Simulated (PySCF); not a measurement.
C2H3N, SMILES C[N+]#[C-]. Atoms are numbered in the order given.

```xyz
6

C      0.0000     0.0000    -1.0998
N      0.0000     0.0000     0.3097
C      0.0000     0.0000     1.4738
H     -0.8884     0.5129    -1.4705
H      0.8884     0.5129    -1.4705
H      0.0000    -1.0258    -1.4705
```
Charge 0, spin multiplicity 1.

Geometry: PBE0-D3(BJ)/def2-TZVP.

Two levels are set side by side: PBE/pcSseg-2 (PySCF) and B3LYP/pcSseg-2 (PySCF). GIAO shifts against NH3 (¹⁵N), TMS (¹H), TMS (¹³C) at the same level; non-relativistic, no solvent, atoms listed together averaged. Differences are taken from unrounded values.

| quantity | B3LYP |
|---|---|
| δ(¹³C) of C1 (ppm) | 25.9 |
| δ(¹⁵N) of N2 (ppm) | 179.5 |
| δ(¹³C) of C3 (ppm) | 182.2 |
| δ(¹H) of H4, H5, H6 (ppm) | 3.10 |

Task: What does PBE give, and how far is it from B3LYP? (Estimate from the structure and the level; the computed values follow.)

Result: 
```
quantity                     PBE  PBE minus B3LYP
-------------------------  -----  ---------------
δ(¹³C) of C1 (ppm)          25.5             -0.4
δ(¹⁵N) of N2 (ppm)         179.4             -0.1
δ(¹³C) of C3 (ppm)         178.1             -4.1
δ(¹H) of H4, H5, H6 (ppm)   3.09            -0.01
```

Rough cost on one machine, each run with all the roots and properties that it gave: B3LYP against PBE within a factor of 2.
